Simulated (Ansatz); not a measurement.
YAl₆⁻. Charge -1, multiplicity 1. Geometry r2SCAN-D4/def2-SVPD.

```xyz
7

Y    -1.5921   -0.5242    1.5395
Al    1.0645   -1.5356    1.4807
Al   -0.4555   -1.2421   -0.9419
Al   -1.9211    1.2489   -0.6592
Al    0.3674    1.1457   -1.7686
Al    2.0371   -0.3521   -0.5504
Al    0.4997    1.2593    0.8999
```

In the def2 sets Y takes a core potential; there is no spin–orbit coupling. LC-ωPBE has ω = 0.4 bohr⁻¹. The restricted singlet is unstable towards broken spin symmetry in Hartree–Fock (as tested in another run); at PBE-D4/def2-TZVPD, revPBE-D4/def2-TZVPD, r2SCAN-D4/def2-TZVPD, PBE0-D4/def2-TZVPD and others this wasn't settled. No other spin state of charge -1 was run. The structure comes from a short search, and lower isomers may exist.

**Question.** Estimate the orbital energies around the gap (eV) in Ansatz with PBE-D4/def2-TZVPD, revPBE-D4/def2-TZVPD, r2SCAN-D4/def2-TZVPD, PBE0-D4/def2-TZVPD, LC-ωPBE/def2-TZVPD.

**Answer.** 
```tsv
orbital	PBE-D4/def2-TZVPD	revPBE-D4/def2-TZVPD	r2SCAN-D4/def2-TZVPD	PBE0-D4/def2-TZVPD	LC-ωPBE/def2-TZVPD
HOMO−9	-5.48	-5.41	-5.81	-6.78	-9.85
HOMO−8	-4.29	-4.23	-4.56	-5.42	-8.18
HOMO−7	-4.20	-4.13	-4.47	-5.34	-8.16
HOMO−6	-2.63	-2.56	-2.76	-3.43	-5.56
HOMO−5	-2.17	-2.10	-2.27	-2.87	-4.79
HOMO−4	-1.26	-1.20	-1.38	-1.85	-3.58
HOMO−3	-1.06	-1.01	-1.20	-1.66	-3.34
HOMO−2	-0.90	-0.84	-0.99	-1.45	-3.31
HOMO−1	-0.76	-0.72	-0.91	-1.43	-3.09
HOMO	-0.34	-0.29	-0.42	-0.86	-2.42
LUMO	-0.03	0.03	0.02	0.49	1.97
LUMO+1	0.83	0.88	0.88	1.27	2.48
LUMO+2	0.87	0.92	0.98	1.36	2.85
LUMO+3	0.96	1.04	1.08	1.51	2.98
LUMO+4	1.21	1.27	1.33	1.84	3.29
LUMO+5	1.23	1.30	1.36	1.86	3.47
```
